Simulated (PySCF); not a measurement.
**Excitation energy of Fe²⁺ by level of theory**

Fe²⁺ [Ar] 3d6 (5D) → Fe²⁺ [Ar] 3d5 4p1 (7P), as a difference of total energies. Computed with PySCF 2.14 in def2-QZVPPD (11s6p5d4f2g, 100 functions), with the non-relativistic Hamiltonian (point nucleus). Correlated levels: valence: [Ar] frozen; valence and next inner shell: [Ne] frozen. The calculations carry no spin-orbit coupling.

```json
{"method": "UHF", "excitation energy (cm⁻¹)": "70769"}
{"method": "LDA", "excitation energy (cm⁻¹)": "85555"}
{"method": "PBE", "excitation energy (cm⁻¹)": "84945"}
{"method": "PBE0", "excitation energy (cm⁻¹)": "83456"}
{"method": "r2SCAN", "excitation energy (cm⁻¹)": "81493"}
{"method": "TPSSh", "excitation energy (cm⁻¹)": "85658"}
{"method": "wB97X", "excitation energy (cm⁻¹)": "87892"}
{"method": "LC-wPBE", "excitation energy (cm⁻¹)": "88076"}
{"method": "BHandHLYP", "excitation energy (cm⁻¹)": "83252"}
{"method": "MP2 (valence)", "excitation energy (cm⁻¹)": "81424"}
{"method": "SCS-MP2 (valence)", "excitation energy (cm⁻¹)": "84698"}
{"method": "MP2 (valence and next inner shell)", "excitation energy (cm⁻¹)": "83437"}
{"method": "SCS-MP2 (valence and next inner shell)", "excitation energy (cm⁻¹)": "84714"}
```

A first-order spin-orbit estimate (lowest level to lowest level, LS coupling) adds 0.012 eV.
